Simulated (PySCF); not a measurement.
## How methods differ on the excitation energy of Ru

Ru [Kr] 4d7 5s1 (5F) → Ru [Kr] 4d6 5s1 6s1 (7D), as a difference of total energies. All numbers are calculated (PySCF 2.14, scalar relativity through the core potential, in aug-cc-pwCVDZ-PP with ECP28MDF (6s6p5d3f, 70 functions)). Correlated levels: valence and next inner shell: nothing frozen outside the core potential. The calculations carry no spin-orbit coupling.

```tsv
method	excitation energy (cm⁻¹)
UHF	34891
MP2 (valence and next inner shell)	44213
SCS-MP2 (valence and next inner shell)	44994
CCSD (valence and next inner shell)	43396
CCSD(T) (valence and next inner shell)	44242
```

The promoted electron is Rydberg-like, and one or two diffuse shells describe it only roughly, which tends to raise the upper state.
